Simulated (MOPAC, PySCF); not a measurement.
H₃Ga, SMILES `[GaH3]`, neutral singlet in the gas phase. 

Z-matrix (Å, degrees):
```
Ga
H 1 1.5679
H 1 1.5682 2 119.97
H 1 1.5684 2 120.05 3 179.89
```
Charge 0, multiplicity 1.

All levels are single points at this geometry (PBE0-D3(BJ)/def2-TZVP); Pople sets use spherical d functions. Orbital energies aren't observables, and empty levels follow the basis.

PM7 in MOPAC gives gap (eV) = 11.96.

### Question
Estimate the gap (eV) from each of these levels: PBE0-D3(BJ)/def2-TZVP in PySCF; B3LYP/3-21G in PySCF; B3LYP/6-311+G** (LANL2DZ on Ga) in PySCF; B3LYP/6-31G* in PySCF; B3LYP/LANL2DZ in PySCF; M06-2X/6-31G* in PySCF; PBE/6-31G* in PySCF; HF/3-21G in PySCF; HF/6-31G* in PySCF; HF/STO-3G in PySCF; AM1 in MOPAC; PM6 in MOPAC.

### Answer

```json
[
 {"level": "PBE0-D3(BJ)/def2-TZVP in PySCF", "gap (eV)": "6.77"},
 {"level": "B3LYP/3-21G in PySCF", "gap (eV)": "6.27"},
 {"level": "B3LYP/6-311+G** (LANL2DZ on Ga) in PySCF", "gap (eV)": "6.45"},
 {"level": "B3LYP/6-31G* in PySCF", "gap (eV)": "6.30"},
 {"level": "B3LYP/LANL2DZ in PySCF", "gap (eV)": "6.49"},
 {"level": "M06-2X/6-31G* in PySCF", "gap (eV)": "8.36"},
 {"level": "PBE/6-31G* in PySCF", "gap (eV)": "4.73"},
 {"level": "HF/3-21G in PySCF", "gap (eV)": "12.35"},
 {"level": "HF/6-31G* in PySCF", "gap (eV)": "12.47"},
 {"level": "HF/STO-3G in PySCF", "gap (eV)": "11.48"},
 {"level": "AM1 in MOPAC", "gap (eV)": "9.04"},
 {"level": "PM6 in MOPAC", "gap (eV)": "11.44"}
]
```
